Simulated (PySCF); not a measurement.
PySCF input file for fluoroethane cation (C2H5F), SMILES FCC (connectivity only; charge and spin as stated), charge +1, multiplicity 2, PBE0/pcH-1. The structure is a stationary point at PBE0-D3(BJ)/def2-TZVP. The spin state was assumed, not searched.

```python
import numpy as np
from pyscf import gto, scf, dft
from pyscf.prop.hfc import uks as hfc
from pyscf.prop.gtensor import uks as gtensor

mol = gto.M(
    atom='''
    C    -0.17800410    1.19810625   -0.00000000
    C     0.42782607   -0.11386974    0.00000000
    F    -0.32886436   -1.17002142   -0.00000000
    H     0.56680006    1.99236170    0.00000001
    H    -0.86553417    1.30573651   -0.86267184
    H    -0.86553417    1.30573650    0.86267184
    H     1.31255783   -0.28953050    0.73830545
    H     1.31255784   -0.28953050   -0.73830545
    ''',
    basis='pcH-1',
    charge=1,
    spin=1,
    max_memory=1600,
    verbose=3,
)
mf = dft.UKS(mol, xc='pbe0')
mf.grids.level = 3
mf.conv_tol = 1e-10
mf.max_cycle = 100
mf.kernel()
fine, coarse = mf.grids, dft.Grids(mol).set(level=1).build(with_non0tab=True)
for _ in range(3):  # follow internal instabilities
    mf.grids = coarse
    mo, _, stable, _ = mf.stability(return_status=True, nroots=4)
    mf.grids = fine
    if stable:
        break
    mf.kernel(mf.make_rdm1(mo, mf.mo_occ))
A = hfc.HFC(mf).make_fcdip(mf.make_rdm1())  # Fermi contact and dipolar terms, MHz
print('atom   A(iso)/MHz   principal dipolar parts/MHz')
for i, a in enumerate(A):
    w = np.linalg.eigvalsh((a + a.T) / 2)
    print(f'{mol.atom_symbol(i):2s}{i + 1:3d} {w.mean():12.2f}', (w - w.mean()).round(2))
gt = gtensor.GTensor(mf)
gt.dia_soc2e, gt.para_soc2e, gt.so_eff_charge = None, None, True
gt.max_cycle_cphf = 60
g = gt.kernel()
```

It prints:

```

WARN: HOMO -0.298061977261252 >= LUMO -0.298061977261263

converged SCF energy = -178.452150341341  <S^2> = 0.75327775  2S+1 = 2.0032751
<class 'pyscf.dft.uks.UKS'> wavefunction is stable in the internal stability analysis
atom   A(iso)/MHz   principal dipolar parts/MHz
C   1       -22.39 [-10.23  -7.93  18.16]
C   2       -34.27 [-34.36 -30.43  64.8 ]
F   3       131.35 [-393.39 -377.8   771.19]
H   4        -5.22 [-3.6  -2.31  5.92]
H   5       183.32 [-8.6  -5.36 13.96]
H   6       183.32 [-8.6  -5.36 13.96]
H   7       532.99 [-20.11 -18.41  38.53]
H   8       532.99 [-20.11 -18.41  38.53]
SOC(1e)/OZ [ 5.56070603e-03  1.09898843e-02 -5.07480198e-05]
free electron g 2.00231930436182
g-tensor total [2.00771978 2.01312338 2.00210646]
g-shift (ppt) [ 5.40048053 10.80407877 -0.21283971]
```

Self-consistency was reached.
